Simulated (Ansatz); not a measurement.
Cost and result for the atomization energy of CH₆FNSi, SMILES `NC[SiH2]F` (10 atoms, 9 bonds).

```xyz
10

N    -1.271   -0.637    0.350
C     0.039   -0.668   -0.298
Si    0.849    0.951    0.171
F     2.198    1.173   -0.672
H    -1.897    0.000   -0.125
H    -1.712   -1.547    0.355
H     0.630   -1.478    0.140
H     0.026   -0.839   -1.384
H    -0.069    2.077   -0.146
H     1.206    0.968    1.609
```

Charge 0, multiplicity 1. The structure was optimised at the PBE0-D4/def2-TZVP level. It is one conformer, not always the lowest. Program: Ansatz. All runs use 2 threads of an Arm Neoverse V1 on a shared host. Times are those of one run each, without the atoms' runs, and a repeat can differ threefold. Electronic energies, without spin–orbit coupling; frozen cores. CCSD(T)/CBS adds CCSD(T) − MP2 in def2-TZVPP to the MP2 limit, and its time is that of the two runs behind it. T1 = 0.010. HSE06 is the plane-wave form, built on full-range PBE exchange.

CCSD(T)/CBS is a level of theory with its own doubt, some kJ/mol a heavy atom from the limit and from the frozen cores, so smaller differences don't rank the functionals.

```tsv
level	functions	wall time	atomization (kJ/mol)	difference from CCSD(T)/CBS	per bond
revPBE-D4/def2-TZVPP	219	2.5 s	3502.5	-53.1	-5.9
PBE0-D4/def2-TZVPP	219	3.6 s	3526.7	-28.9	-3.2
CCSD(T)/def2-SVP	90	3.9 s	3308.7	-246.9	-27.4
BHLYP-D4/def2-TZVPP	219	3.9 s	3455.6	-100.0	-11.1
HSE06-D4/def2-TZVPP	219	4.2 s	3528.9	-26.7	-3.0
r2SCAN-D4/def2-TZVPP (with forces)	219	6 s	3534.1	-21.5	-2.4
B2PLYP/def2-TZVPP	219	6 s	3512.3	-43.3	-4.8
r2SCANh-D4/def2-TZVPP	219	7 s	3513.6	-42.0	-4.7
ωB97X-V/def2-TZVPP	219	11 s	3564.2	8.6	1.0
B97M-V/def2-TZVPP	219	12 s	3543.1	-12.5	-1.4
MP2/def2-QZVPP	421	25 s	3554.9	-0.7	-0.1
CCSD(T)/def2-TZVPP	219	110 s	3453.4	-102.2	-11.4
CCSD(T)/CBS(def2)	–	2.3 min	3555.6	0.0	0.0
```

At CCSD(T), def2-SVP lies −247.0 kJ/mol from the extrapolated value and def2-TZVPP −102.2 kJ/mol: correlation converges slowly with the basis, and small sets miss more of it in the bonded molecule than in its fragments. From r2SCAN to r2SCAN0 (25 % exact exchange), in def2-TZVPP and without D4, the atomization energy moves by −50.2 kJ/mol: exact exchange takes away binding that semilocal exchange gives to molecules. Leaving LDA and LC-ωPBE aside and taking each functional with its dispersion term where it has one, the values, not all of them listed here, spread over 129.0 kJ/mol, from BHLYP-D4 to PBE-D4. LDA lies +454.6 kJ/mol from PBE without D4, its usual overbinding.
